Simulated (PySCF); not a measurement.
B(Cl)(I)(Me), SMILES B(C)(I)Cl (B3LYP/def2-SVP optimised geometry):

```
7

B     -0.125     0.158     0.000
Cl     1.631     0.158     0.000
I     -1.145     2.067     0.000
C     -0.958    -1.162     0.001
H     -1.631    -1.186    -0.874
H     -1.620    -1.191     0.885
H     -0.333    -2.067    -0.005
```

Calculation: B3LYP/def2-TZVP, def2 effective core potentials past Kr run with PySCF.

Question: What are the frontier orbital energies and the dipole moment?

Answer: HOMO-2 -8.50 eV, HOMO-1 -7.69 eV, HOMO -7.35 eV, LUMO -1.80 eV, LUMO+1 -0.05 eV; dipole moment 1.41 D.

On the same geometry PySCF with PBE/def2-TZVP, def2 effective core potentials past Kr gives HOMO-2 -7.45 eV, HOMO-1 -6.84 eV, HOMO -6.45 eV, LUMO -2.54 eV, LUMO+1 -0.70 eV; dipole moment 1.36 D.
